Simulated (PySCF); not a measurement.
ClO₂W, neutral, multiplicity 2. Atoms are numbered in the order given.

```xyz
4

W      0.2277    -0.0767     0.0000
O      1.1454     0.2535     1.4067
O      1.1454     0.2535    -1.4067
Cl    -2.0691     0.0953     0.0000
```
Charge 0, spin multiplicity 2.

Coordinates come from a B3LYP-D3(BJ)/def2-SVP optimisation. The multiplicity is an assumed one; other spin states were not compared. The isomer is the one that the SMILES or the coordinates give; other isomers of the formula were not compared. The def2 effective core potentials stand for the cores of W; spin–orbit coupling is left out.

These are ωB97X/def2-TZVPD (PySCF) values and carry that method's errors.

Mulliken values depend strongly on the basis, most of all with diffuse functions as here. ESP charges are fitted to the potential on shells at 1.4 to 2.0 van der Waals radii. Atomic charges (e):

```csv
atom,ESP fit,Mulliken,Mulliken spin
W1,0.99,1.44,1.01
O2,-0.41,-0.51,-0.01
O3,-0.41,-0.51,-0.01
Cl4,-0.17,-0.42,0.00
```
